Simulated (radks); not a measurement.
Values are calculated unless marked as measured or tabulated.
The silicon ion Si3+, [Ne] 3s1. Code: a radial shooting solver on a logarithmic mesh with Libxc functionals. Model: non-relativistic Kohn-Sham, PBE, spin-polarised, spherical densities, point nucleus. Every spin shell is full or empty, so the densities are truly spherical. Functionals are evaluated on that one density, not self-consistently. Rank these exchange functionals by their error against the exact value of the orbitals, and give that value: LDA, PBE, PBEsol, WC, SOGGA, G96, EV93, TPSS, TASK.

Answer. Exact: -19.4788 hartree. From best to worst, with 100 (|E| - |E exact|)/|E exact| (equal figures are ties): G96 +0.11, TPSS +0.28, PBE -0.57, EV93 +1.53, WC -1.71, TASK -2.77, PBEsol -3.66, SOGGA -3.71, LDA -8.44.
